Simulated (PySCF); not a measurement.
Computed shifts of a molecule C₂H₆AlFO, PBE/pcSseg-1 run with PySCF, GIAO, gas phase, atoms alike by connectivity averaged where their shifts nearly agree, in ppm (number of nuclei): ¹H: 4.66 (1), 4.59 (2), 1.60 (3). ¹⁹F: -179.1 (1). ¹³C: 69.7 (1), 26.8 (1). References: ¹H against TMS (σ = 31.49 ppm); ¹⁹F against CFCl3 (σ = 133.6 ppm); ¹⁷O against H2O (σ = 334.3 ppm); ¹³C against TMS (σ = 182.0 ppm), references at their B3LYP-D3(BJ)/def2-TZVP geometries, non-relativistic. Geometry optimised at B3LYP-D3(BJ)/def2-SVP. The values are those of a single conformer.

Task: Identify the compound among the candidates.
(A) CC[O][AlH][F]
(B) C[O][Al]([CH3])[F]
(C) C[CH2][Al]([OH])[F]

Result: A, CC[O][AlH][F]
